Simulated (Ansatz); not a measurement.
```xyz
9

C     0.145    0.473    1.291
O    -0.265   -0.603    0.473
Si   -0.104   -0.640   -1.145
Cl   -1.195    0.864   -2.030
H     0.067    0.155    2.331
H    -0.497    1.346    1.138
H     1.183    0.758    1.088
H    -0.637   -1.938   -1.595
H     1.304   -0.414   -1.549
```

Total charge 0; spin multiplicity 1.

**Question.** List the PBE0/def2-TZVPP orbital energies in eV (Ansatz). (Best estimate.)

**Answer.** The calculation gave: Occupied: -2767.30, -1803.91, -523.10, -279.72, -259.16, -197.43, -197.31, -197.30, -146.08, -100.79, -100.74, -100.70, -28.88, -23.07, -19.67, -15.44, -13.17, -13.12, -13.02, -10.94, -10.70, -9.67, -9.25, -8.87, -8.66. Lowest empty: 0.49, 0.77, 1.56, 1.99, 2.37, 2.95, 3.40, 3.51.
